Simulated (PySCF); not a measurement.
B(OH)2(OSiH3) (BH₅O₃Si), SMILES OB(O[SiH3])O. Geometry: PBE-D3(BJ)/def2-SVP. Other conformers were not sampled.

Computed equilibrium geometry at PBE-D3(BJ)/def2-SVP (PySCF confirms it by a frequency run) as a Z-matrix, and its point group (one conformer of several):
point group Cs.
```
O
B 1 1.3719
O 2 1.3760 1 116.89
H 3 0.9706 2 114.12 1 180.00
O 2 1.3841 1 117.64 3 180.00
H 5 0.9709 2 115.25 1 180.00
Si 1 1.6861 2 128.17 3 180.00
H 7 1.4997 1 106.24 2 180.00
H 7 1.5038 8 109.36 1 120.03
H 7 1.5038 8 109.36 9 119.93
```
Charge 0, spin multiplicity 1.
